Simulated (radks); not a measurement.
Yb LVI, configuration [Ne] 3s2 3p3. Calculated with a radial shooting solver on a logarithmic mesh with Libxc functionals: non-relativistic Kohn-Sham, LDA (Slater exchange, Perdew-Wang correlation), spin-unpolarised, spherical densities, point nucleus; relativity is left out, which matters for an element this heavy.

Normalised radial functions P(r) = r R(r), r in bohr:

```
   r/bohr * 3s, o 3p (the largest magnitude, 2.51, reaches the edge; | marks zero, & curves that meet)
0.0007179                             o*
 0.000891                             o *
 0.001106                             o *
 0.001384                             o  *
 0.001717                             o  *
 0.002131                             o   *
 0.002645                             o    *
 0.003283                             o     *
 0.004107                             |o     *
 0.005097                             |o      *
 0.006326                             |o      *
 0.007851                             | o      *
 0.009744                             |  o      *
  0.01219                             |   o     *
  0.01513                             |     o  *
  0.01878                             |      *o
   0.0233                             |   *     o
  0.02916                            *|            o
  0.03618                      *      |              o
  0.04491                 *           |               o
  0.05574             *               |              o
  0.06917             *               |          o
  0.08654                  *          |  o
   0.1074                      o      *
   0.1333           o                 |           *
   0.1654    o                        |                      *
   0.2053   o                         |                          *
   0.2569        o                    |                      *
   0.3188                o            |             *
   0.3957                       o     |     *
   0.4911                           o | *
   0.6095                             &
```

3s: eigenvalue -5345.0 eV, 2 radial nodes at r = 0.0278, 0.108 bohr, <r> = 0.214 bohr, 90 % of the charge inside 0.309 bohr. 3p: eigenvalue -5212.7 eV, 1 radial node at r = 0.0929 bohr, <r> = 0.202 bohr, 90 % of the charge inside 0.298 bohr.
